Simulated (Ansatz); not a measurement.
Input for Ansatz (a first-principles code): R-wB97M-V/def2-TZVPP on CH6Sn (SMILES [CH3][SnH3]), atoms moved off the minimum. Elements past Kr take the def2 small-core potentials; no spin–orbit coupling.

Ansatz 0.2 input:
```yaml
crystal:
  periodic: [false, false, false]
  atoms:
    - {symbol: Sn, position_ang: [-0.30195305, 0.06949702, -0.01661247]}
    - {symbol: C, position_ang: [1.81152694, -0.15902585, 0.02006795]}
    - {symbol: H, position_ang: [-0.94226685, -0.99596535, -1.32068102]}
    - {symbol: H, position_ang: [-0.63082992, 1.64002134, -0.27633593]}
    - {symbol: H, position_ang: [-0.84015395, -0.40193207, 1.47137418]}
    - {symbol: H, position_ang: [2.18431668, -1.29717129, 0.21730028]}
    - {symbol: H, position_ang: [2.26272801, 0.51720594, 0.79421628]}
    - {symbol: H, position_ang: [2.24584573, 0.10646820, -0.88270438]}
basis:
  gaussian:
    orbitals: def2-TZVPP
hamiltonian:
  xc: {name: wB97M-V}
scf: {lower_state_search: off}
output: {forces: true}
```

Output:

```
WARN ansatz: RAYON_NUM_THREADS=1 ignored (pool sized by the plan → 1); use --threads N
Functional definition: wB97M-V
these checks for a lower state are left out or cut short: stability, starts, cluster_reference, orbital_swaps, neighbouring_geometries, increment
integrals: 0.09 GiB planned
966 factors; their error is unknown
integrals: 0.12 GiB planned
252 factors; integrals over basis functions are off by at most 1.0e-5 eV
mean field: 0.81 GiB planned
mean field evaluation 1: about -6960.1378 eV, gradient 3.7e1 eV
mean field evaluation 2: about -6960.9488 eV, gradient 3.1e1 eV
mean field evaluation 4: about -6963.2458 eV, gradient 7.1e-1 eV
mean field evaluation 8: about -6963.2854 eV, gradient 3.6e-1 eV
mean field evaluation 16: about -6963.2855 eV, gradient 1.6e-5 eV
mean field -6963.28552022 eV, -255.8960229837 hartree, gradient 4.3e-6 eV, S^2 0.000000; 0 other end points of the search recorded, 0 dependent functions left out
the calculation of the forces begins
reference -6963.28557844 eV, -255.8960251230 hartree; 17, 17 occupied and 148, 148 virtual orbitals, 966 factors
Total energy: -6963.28557844 eV, -255.8960251230 hartree
Atom 0 at    -0.301953     0.069497    -0.016612 Å, force     0.348318    -1.758265    -1.147552 eV/Å
Atom 1 at     1.811527    -0.159026     0.020068 Å, force     0.919455    -2.441760     2.543582 eV/Å
Atom 2 at    -0.942267    -0.995965    -1.320681 Å, force     0.309414     0.763689     0.884530 eV/Å
Atom 3 at    -0.630830     1.640021    -0.276336 Å, force    -0.364099     1.146072    -0.277417 eV/Å
Atom 4 at    -0.840154    -0.401932     1.471374 Å, force    -0.428749    -0.245056     0.629685 eV/Å
Atom 5 at     2.184317    -1.297171     0.217300 Å, force    -1.067265     2.780630    -0.246037 eV/Å
Atom 6 at     2.262728     0.517206     0.794216 Å, force    -0.436602    -0.800548    -0.533441 eV/Å
Atom 7 at     2.245846     0.106468    -0.882704 Å, force     0.719528     0.555238    -1.853351 eV/Å
Dipole moment:     0.080222     0.061407     0.018408 e Å
Checks for a lower state left out: stability, starts, cluster_reference, orbital_swaps, neighbouring_geometries, increment
```

Self-consistency was reached.

Cost: very roughly 6 core-seconds.
